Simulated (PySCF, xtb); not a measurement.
Si(F)4(OH2)2 (F4H4O2Si), SMILES O->[Si](<-O)(F)(F)(F)F (connectivity only; charge and spin as stated), neutral, multiplicity 1.

GFN2-xTB run with xtb at its own geometry gives an orbital gap of 10.12 eV and a dipole moment of 4.44 D.

Geometry: PBE0-D3(BJ)/def2-SVP. Other conformers were not sampled.

What does PySCF with PBE/def2-TZVP give? (Estimate from the structure and the level; the computed values follow.)

gap 7.24 eV (levels -8.25 and -1.01 eV), dipole 4.59 D.
